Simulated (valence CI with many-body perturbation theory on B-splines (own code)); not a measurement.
## Missing levels of W²⁵⁺

Level of theory: valence CI with perturbative core correlation (CI+MBPT): three valence electrons over a frozen Dirac-Fock core [Kr] 4d10, a basis of 7 s, 7 p, 7 d, 7 f, 4 g, 2 h functions for each j, with the one-electron correlation potential Σ1, the two-electron term Σ2, the three-electron term Σ3, Breit, model QED; selected CI, second order for the rest, scaled by the run's own slope (own B-spline code, finite nucleus).

No measured spectrum was set against this ion. As an estimate, terms of the open shell hold to a few per cent of their energy, and close levels can change places. Excitations out of the core, of the other parity, are not computed and may begin above about 162 eV (a cautious bound); beyond it only levels of the ground parity were kept, without lifetimes.

```tsv
Level	E (cm⁻¹)
4f³ ⁴I°_9/2	0.0
4f³ ⁴I°_11/2	?
4f³ ⁴F°_3/2	35089
4f³ ⁴I°_13/2	37259
4f³ ²H°_9/2 [a]	44330
4f³ ⁴F°_5/2	?
4f³ ⁴I°_15/2	51862
4f³ ⁴S°_3/2	?
4f³ ⁴F°_7/2	55029
4f³ ⁴G°_5/2	56519
4f³ ⁴G°_7/2	66040
4f³ ⁴F°_9/2	70244
4f³ ²K°_13/2	72072
4f³ ²H°_11/2 [a]	?
4f³ ²D°_3/2 [a]	?
4f³ ²G°_7/2 [a]	80900
4f³ ²P°_1/2	82458
4f³ ⁴G°_9/2	82949
4f³ ²K°_15/2	?
4f³ ²D°_5/2 [a]	88650
```

Names give the largest LS component (configuration and term), which can be under half, so a name can repeat, a term be missing and a line seem to break the LS rules; names also repeat where a configuration has a term twice. Letters in brackets count levels of one name in rising energy.

Question: The levels stand in rising order. What does the calculation give for the missing energies?

Answer: 4f³ ⁴I°_11/2 20218; 4f³ ⁴F°_5/2 48741; 4f³ ⁴S°_3/2 54310; 4f³ ²H°_11/2 [a] 72250; 4f³ ²D°_3/2 [a] 79448; 4f³ ²K°_15/2 84757.
